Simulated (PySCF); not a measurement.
C₂H₅FOSi, SMILES O[SiH](C=C)F.

Geometry: PBE0-D3(BJ)/def2-SVP. This is a generated structure with no PubChem entry under its InChIKey; it may be hypothetical. Other conformers were not sampled.

Computed with PBE0/def2-TZVP in PySCF.

The molecule is in vacuum.

The total energy is -543.59998 hartree. The highest occupied level is -8.36 eV and the lowest empty level is -0.91 eV. The orbital gap comes out as 7.45 eV and the dipole moment is 2.31 D. The quadrupole, principal values (traceless, Buckingham form, about the centre of nuclear charge) comes out as -2.92, -0.67, 3.59 D·Å and the mean static polarisability comes out as 50.2 bohr³ (7.43 Å³). The polarisability, principal values is 41.0, 45.0, 64.5 bohr³.
